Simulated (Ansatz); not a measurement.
A made-up structure of Li2AlNH2, singlet:

```
6
angstrom
Li 4.1903 -3.4558 1.3708
Al -0.0569 -0.7218 0.0890
Li 2.1901 -1.8804 1.1045
N 0.0836 1.0640 -0.1326
H 0.9012 1.6114 0.0868
H -0.6435 1.6616 -0.4938
```

It is relaxed with PBE-D4/def2-SVP and then PBE0-D4/def2-TZVP (Ansatz 0.2.0). Atoms count as bonded within 1.22 times the sum of their covalent radii (H–H: 0.88 Å). The end point is not checked to be a true minimum.

**Question.** Does its bonding change? (A judgement: the text doesn't fix the answer.)

**Answer.** The calculation gives: No: no bond forms or breaks.

Where it ends: The first stage lowers the energy by 0.51 eV in 20 steps. It ends as a complex of LiAlNH₂ ([Li][Al][NH2]) + Li:
```
6
angstrom
Li 3.5411 -1.5333 0.9225
Al 0.2701 -0.8377 0.4017
Li 1.2067 -3.1231 1.1144
N 0.5139 0.8835 -0.0400
H 1.3823 1.3914 -0.0903
H -0.2493 1.4982 -0.2836
```

Labels in which every atom is bracketed show which atoms are joined, not bond orders.

For scale, one of the runs: PBE0-D4/def2-TZVP relaxation, 108 basis functions, launched by `ansatz run in.yaml --threads 2 --pin off --events-out ev --progress --plain --max-ram 4352MiB`. The run took about 14 s on 2 CPU threads of an Arm Neoverse V1 (shared host).
